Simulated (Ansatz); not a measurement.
**Cost against result**

The pair of Cl⁻ (SMILES [Cl-], atom 1) and CH4O (SMILES CO, atoms 2–7), both closed shells, in one local arrangement (a lower one may exist), relaxed at PBE0-D4/def2-TZVPD:

Cl1  (0.285, -0.036, -2.783)
C2  (-0.264, -0.050, 0.730)
O3  (0.957, 0.307, 0.163)
H4  (-0.176, 0.023, 1.821)
H5  (-0.559, -1.081, 0.481)
H6  (-1.087, 0.608, 0.410)
H7  (0.845, 0.228, -0.822)
(Å)

Interaction energies are counterpoise-corrected; the time is that of the whole pair.

Ansatz 0.2.0; basis: as named in each row; cores frozen in the correlated methods. B3LYP uses VWN-RPA correlation. Extrapolation: Hartree–Fock as exp(−7.88 √X), correlation as X^−2.97.

Times are rough, for one single point on 2 threads of a shared host (Intel Xeon 6975P-C).

The estimate by CCSD(T) at an estimated basis limit (MP2 extrapolated from triple and quadruple zeta, plus CCSD(T) − MP2 in triple zeta) is -17.27 kcal/mol.

```csv
method,basis,time (s),interaction energy (kcal/mol),method less estimate
HF,STO-3G,under 1,-12.78,4.49
PBE-D4,STO-3G,under 1,-22.54,-5.27
SPW92,def2-SVP,under 1,-25.64,-8.36
B3LYP-D4,6-31G,under 1,-19.53,-2.26
PBE-D4,def2-SVP,under 1,-22.06,-4.79
PBE0-D4,def2-SVP,under 1,-21.35,-4.08
CCSD(T),def2-SVP,under 1,-17.12,0.15
PBE-D4,def2-TZVPPD,1,-18.68,-1.41
revPBE-D4,def2-TZVPPD,1,-18.35,-1.08
PBE0-D4,def2-TZVPPD,2,-18.25,-0.98
BLYP-D4,def2-TZVPPD,2,-17.74,-0.47
wB97M-V,def2-SVP,2,-20.22,-2.95
r2SCAN-D4,def2-TZVPPD,2,-18.33,-1.06
B3LYP-D4,def2-TZVPPD,2,-17.72,-0.45
HSE06-D4,def2-TZVPPD,2,-18.24,-0.96
B2PLYP,def2-TZVPPD,4,-16.31,0.96
B97M-V,def2-TZVPPD,5,-17.13,0.14
wB97X-V,def2-TZVPPD,5,-17.23,0.04
wB97M-V,def2-TZVPPD,6,-17.18,0.09
MP2,def2-QZVPPD,12,-17.31,-0.04
CCSD(T),def2-TZVPPD,24,-16.39,0.89
```

No T1 diagnostic of these runs exceeds 0.010.
